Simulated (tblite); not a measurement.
Isomers of C6H9ClOSi. Computed values, GFN2-xTB/tblite, gas phase, harmonic and unscaled. This tight-binding method is rough: wavenumbers can miss measured ones by several per cent, in bad cases by 10 to 20. Modes of hydrogen on silicon can be 10 to 20 % off. One conformer each.

Electronic energies: GFN2-xTB at the same geometries; isomer energies are rough at this level and their order can be wrong.

```tsv
SMILES	electronic energy, lowest = 0 (kJ/mol)
C=C(Cl)[C@@H]1[SiH2]CCC1=O	83.0
O=C[C@@H]1C=CCC[Si@@H]1Cl	6.5
CC(=O)[C@H]1C=C1[SiH2]CCl	275.4
CC1=C(C[SiH2]Cl)C(=O)C1	0.0
```

Question: How do GFN2-xTB zero-point energies change the relative energies?

Answer: 
```csv
SMILES,ZPE (kJ/mol),of it from modes above 1550 cm⁻¹,electronic (kJ/mol),"with ZPE, lowest = 0 (kJ/mol)",lowest mode (cm⁻¹),rings
CC1=C(C[SiH2]Cl)C(=O)C1,340.5,174.2,0.0,0.0,21,1
O=C[C@@H]1C=CCC[Si@@H]1Cl,350.8,176.0,6.5,16.8,43,1
C=C(Cl)[C@@H]1[SiH2]CCC1=O,342.5,174.9,83.0,85.1,26,1
CC(=O)[C@H]1C=C1[SiH2]CCl,331.7,176.1,275.4,266.6,23,1
```

The zero-point energies span 19.1 kJ/mol, from `CC(=O)[C@H]1C=C1[SiH2]CCl` to `O=C[C@@H]1C=CCC[Si@@H]1Cl`. The order is unchanged.
